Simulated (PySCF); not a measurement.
Two species compared at the same levels of theory.

First species: Cl₂Ga₂H₄.
Z-matrix (Å and degrees, PBE0-D3(BJ)/def2-SVP geometry), rows numbered from 1:
```
Cl
Ga  1  2.3806
Cl  2  2.3730  1   89.36
Ga  1  2.3734  2   90.64  3    -0.47
H   2  1.5536  1  106.04  3  -106.59
H   2  1.5536  1  106.02  3   106.68
H   4  1.5536  1  106.09  2  -106.04
H   4  1.5535  1  106.25  2   106.99
```

Second species: 1,1,2,2-tetrafluoroethane, C₂H₂F₄.
InChI=1S/C2H2F4/c3-1(4)2(5)6/h1-2H

Levels: CAM-B3LYP/def2-SVPD for dipole moment, HOMO energy, LUMO energy, HOMO–LUMO gap, static isotropic polarisability and electronic spatial extent ⟨r²⟩ about the centre of nuclear charge; TDDFT CAM-B3LYP/def2-SVPD for lowest singlet excitation; TDA CAM-B3LYP/def2-SVPD for lowest triplet excitation (Tamm–Dancoff); ΔSCF CAM-B3LYP/def2-SVPD for vertical ionisation energy; PBE0-D3(BJ)/def2-SVP for rotational constant A and rotational constant C. Geometries: PBE0-D3(BJ)/def2-SVP. Each species is one conformer at its optimised geometry, gas phase, non-relativistic unless stated. Electronic properties by PySCF.

The conformers computed, where there is a choice (atom-mapped SMILES and torsion angles):
- `[F:1][CH:2]([F:3])[CH:4]([F:5])[F:6]`: F1–C2–C4–F5 -70°

```csv
property,column X,column Y
dipole moment,2.45 D,0.00 D
HOMO energy,-11.61 eV,-9.81 eV
LUMO energy,1.10 eV,-0.22 eV
HOMO–LUMO gap,12.71 eV,9.59 eV
lowest singlet excitation,9.41 eV,6.42 eV
lowest triplet excitation (Tamm–Dancoff),9.00 eV,6.10 eV
static isotropic polarisability,30.2 au,85.7 au
vertical ionisation energy,12.85 eV,10.66 eV
electronic spatial extent ⟨r²⟩ about the centre of nuclear charge,488 bohr²,1214 bohr²
rotational constant A,5.303 GHz,2.482 GHz
rotational constant C,2.534 GHz,0.828 GHz
```

Question: Which column belongs to which species?

Answer: Column X is the second species and column Y the first. The first has 8 atoms and 100 electrons, the second 8 and 50.

Question: How does each property change from the first species to the second?

Answer: dipole moment +2.45 D; HOMO energy -1.80 eV; LUMO energy +1.32 eV; HOMO–LUMO gap +3.12 eV; lowest singlet excitation +2.99 eV; lowest triplet excitation (Tamm–Dancoff) +2.90 eV; static isotropic polarisability -55.5 au; vertical ionisation energy +2.19 eV; electronic spatial extent ⟨r²⟩ about the centre of nuclear charge -726 bohr²; rotational constant A +2.821 GHz; rotational constant C +1.706 GHz.

On the first: The principal polarisabilities are 77.7, 82.7 and 96.8 au; their mean is the isotropic value. The ΔSCF ionisation energy exceeds −ε(HOMO) by 0.85 eV with CAM-B3LYP. The calculation is non-relativistic and has no spin–orbit coupling, an omission that weighs most on gallium.

On the second: S1 lies 3.30 eV below the HOMO–LUMO gap; its leading configuration is HOMO→LUMO, weight 0.88. In wavenumbers S1 is 75900 cm⁻¹ (1 eV = 8065.54 cm⁻¹).
